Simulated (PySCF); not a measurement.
Identify the unknown among the candidates.

All candidates are C6H10Si.

| technique | computed result |
| --- | --- |
| Rotational structure | rotational constants A, B, C: 4.842, 0.882, 0.802 GHz [GFN2-xTB] |
| 1H NMR | chemical shifts (computed TMS as zero) by class: 6.96 (1 H), 6.28 (1 H), 4.51 (1 H), 2.81 (1 H), 0.17 (6 H) ppm [GIAO PBE0/pcSseg-1] |
| UV, strongest line | among the 8 lowest singlet transitions: S2 at 5.29 eV (234 nm, f = 0.474) [TDDFT B3LYP/def2-SVPD] |
| 13C NMR | chemical shifts (computed TMS as zero) by class: 156.3 (1 C), 132.5 (1 C), 89.2 (1 C), 88.1 (1 C), -2.2 (2 C) ppm [GIAO PBE0/pcSseg-1] |
| NMR, other nuclei | isotropic shieldings of nuclei other than C and H, by class: 367 (1 Si) ppm [GIAO PBE0/pcSseg-1] |
| UV, first state | lowest singlet excitation: 5.06 eV (245 nm, f = 0.001) [TDDFT B3LYP/def2-SVPD] |

The electronic properties come from PySCF, for the isolated species, density fitting. Levels stand in brackets. Geometry: GFN2-xTB, one conformer, isolated molecule. NMR values are class means; diastereotopic atoms form classes of their own.

**Question.** Which candidate is it?
A. `C=CC[SiH2]C1C=C1`
B. `C#C/C=C/[SiH](C)C`
C. `CC#C[SiH]1CCC1`

**Answer.** B. It is `C#C/C=C/[SiH](C)C`. Numbering: `[CH:1]#[C:2]/[CH:3]=[CH:4]/[SiH:5]([CH3:6])[CH3:7]`. Its formula, C6H10Si, gives 3 degrees of unsaturation: 0 rings and 3 π bonds in the structure found. 6 carbons fall into 5 classes; from least to most shielded: alkene CH carbon [C4] (156.3 ppm), alkene CH carbon [C3] (132.5 ppm), terminal alkyne carbon [C1] (89.2 ppm), alkyne carbon [C2] (88.1 ppm), Si-methyl carbon [C6/C7] (-2.2 ppm, 2 C). Hydrogen classes from least to most shielded: 1 H on an alkene CH carbon, C4 (6.96 ppm), 1 H on an alkene CH carbon, C3 (6.28 ppm), 1 H on an SiH silicon, Si5 (4.51 ppm), 1 H on a terminal alkyne carbon, C1 (2.81 ppm), 6 H on 2 Si-methyl carbons, C6/C7 (0.17 ppm). The other shieldings belong to: 367 ppm, SiH silicon [Si5]. S1 is mainly HOMO−1→LUMO (weight 0.99); the largest Löwdin shares of the orbital it empties are 0.42 on the terminal alkyne carbon, 0.39 on the alkyne carbon, 0.06 on an alkene CH carbon and 0.04 on the alkyne hydrogen, of the orbital it fills 0.28 on an alkene CH carbon, 0.23 on an alkene CH carbon, 0.16 on the terminal alkyne carbon and 0.12 on the alkyne carbon. The optimised geometry has point group Cs and is an asymmetric top.

The others, at the same levels:
- `C=CC[SiH2]C1C=C1` fails: its computed 13C shifts are 144.0 (1 C), 120.0 (2 C), 119.3 (1 C), 23.7 (1 C), 1.2 (1 C) ppm, 1H shifts are 7.34 (2 H), 6.18 (1 H), 5.41 (1 H), 5.18 (1 H), 3.89 (2 H), 1.90 (2 H), 0.92 (1 H) ppm and strongest line among the 8 lowest singlet transitions is S7 at 6.62 eV (187 nm, f = 0.198) (against S2 at 5.29 eV).
- `CC#C[SiH]1CCC1` fails: its computed 13C shifts are 115.8 (1 C), 86.0 (1 C), 20.3 (1 C), 16.5 (2 C), 6.1 (1 C) ppm, 1H shifts are 5.17 (1 H), 2.24 (1 H), 2.19 (1 H), 2.11 (3 H), 1.72 (2 H), 1.52 (2 H) ppm and rotational constant A is 5.730 GHz (against 4.842 GHz).

Each candidate is one conformer, not necessarily the lowest. Dipoles, sizes and rotational constants follow the conformer. The torsions of the flexible species, by atom-mapped SMILES:
- `[CH:1]#[C:2]/[CH:3]=[CH:4]/[SiH:5]([CH3:6])[CH3:7]`: C3–C4–Si5–C6 120°
- `[CH2:1]=[CH:2][CH2:3][SiH2:4][CH:5]1[CH:6]=[CH:7]1`: C1–C2–C3–Si4 -105°, C2–C3–Si4–C5 60°, C3–Si4–C5–C6 94°
